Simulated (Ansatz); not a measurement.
Molecule: 1H-pyrrol-2-ylsilane, C4H7NSi, charge 0, multiplicity 1. 
Geometry from a B3LYP-D3(BJ)/def2-TZVP (Ansatz, a program for electronic structure) optimisation:
```xyz
13

Si     2.0554     0.0451     0.0109
C      0.2088    -0.0378     0.0271
C     -0.6119    -0.9965     0.5999
C     -1.9600    -0.6384     0.3549
C     -1.9425     0.5341    -0.3641
N     -0.6371     0.8866    -0.5558
H      2.5536     1.2848     0.6593
H      2.5917     0.0375    -1.3739
H      2.5657    -1.1336     0.7436
H     -0.2663    -1.8637     1.1383
H     -2.8409    -1.1739     0.6669
H     -2.7476     1.1366    -0.7488
H     -0.3379     1.7063    -1.0531
```
Charge 0, spin multiplicity 1.

Computed values are from Ansatz. Valence correlation only, unless marked. UHF or UKS for open shells. Spin-orbit coupling is left out. Non-relativistic. CBS(X,Y): correlation extrapolated as X^-3; Hartree-Fock from the larger set.

```
Property                                                                 Value
---------------------  -------------------------------------------------------
atomisation energy De  1281.7 kcal/mol at CCSD(T)/CBS(cc-pV(T+d)Z,cc-pV(Q+d)Z)
total energy              -500.1697 Eh at CCSD(T)/CBS(cc-pV(T+d)Z,cc-pV(Q+d)Z)
dipole moment                                1.61 D at CCSD(T)/aug-cc-pV(D+d)Z
T1 diagnostic                                        0.012 at CCSD/cc-pV(Q+d)Z
```
